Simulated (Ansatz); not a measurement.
Basis-set extrapolation for CH4B2S, SMILES `B1BSC1` (PBE0-D4/def2-TZVP geometry, frozen core, Ansatz). Multiplicity 1, RHF reference.

```csv
,def2-TZVPP,def2-QZVPP
HF,-487.104434,-487.119457
MP2 correlation,-0.543263,-0.581711
CCSD(T) correlation,-0.611411,not run
```

Energies in hartree. Use E(X) = E(∞) + A·exp(−7.88·√X) for Hartree–Fock and E(X) = E(∞) + B·X^(−2.97) for correlation, with X = 3 and 4, and add CCSD(T) minus MP2 of the smaller set to the MP2 limit.

Q: What is the CCSD(T) energy at the basis-set limit?

A: HF limit: -487.119457 + (-0.015023) × 0.13774 = -487.12153. MP2 limit: -0.581711 + (-0.038448) × 0.74074 = -0.61019. Higher-order term: -0.611411 − (-0.543263) = -0.06815. Total: -487.79987 hartree, 220.6 kJ/mol below CCSD(T)/def2-TZVPP.
